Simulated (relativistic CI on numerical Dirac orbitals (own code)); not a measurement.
# Hyperfine structure of Rb XXVI, mass number 87

Calculated at this level of theory: Dirac-Coulomb-Breit CI, KLI orbitals optimised for each configuration, a model potential for QED, unscaled Slater integrals (own radial code, finite nucleus).

CI space (outside the closed core [Ne]): 3s², 3s3p, 3p², 3s3d, 3d², 3p3d, 3p4s, 3d4s, 3s4s, 3s4p, 3s4d, 3s4f, 3s5s, 3s5p, 3s5d, 4s². Levels of other configurations are missing.

Nuclear spin I = 3/2, μ = 2.75129 μN, Q = 0.1335 b (tables of Stone and Pyykkö). The electronic factors are computed for point nuclear moments, without core polarisation or the Bohr-Weisskopf and QED corrections.

```tsv
Level	E (cm⁻¹)	A (GHz)	B (GHz)
3s3p ³P°1	429655	343.9	-2.14
3s3p ³P°2	519488	190	4.83
3s3p ¹P°1	671596	-38.89	4.46
3p² ¹D2	1048193	69.56	4.7
3p² ³P1	1054841	-5.706	2.41
3p² ³P2	1157501	34.51	-1.94
3s3d ³D1	1237772	-142.3	0.387
3s3d ³D2	1246025	73.42	0.585
```

Levels with J = 0, under 50 % of one LS term, or S terms without an open s electron are left out. Small factors come from cancelling terms and can be off by tens of per cent or more.

At this charge energies of transitions that change n are usually good to better than 1 %, and those within a shell (Δn = 0) to a few per cent.

(1) Give the hyperfine levels of 3s3p ³P°1 relative to its centre of gravity.

Answers

(1) With K = F(F + 1) − I(I + 1) − J(J + 1), E = AK/2 + B[¾K(K + 1) − I(I + 1)J(J + 1)]/[2I(2I − 1)J(2J − 1)]: F = 1/2: -862.5, F = 3/2: -341.8, F = 5/2: 515.4 GHz.

LS names give the leading component of a level, which can be under half, so a name can repeat, a term be missing and a line seem to break the LS rules.
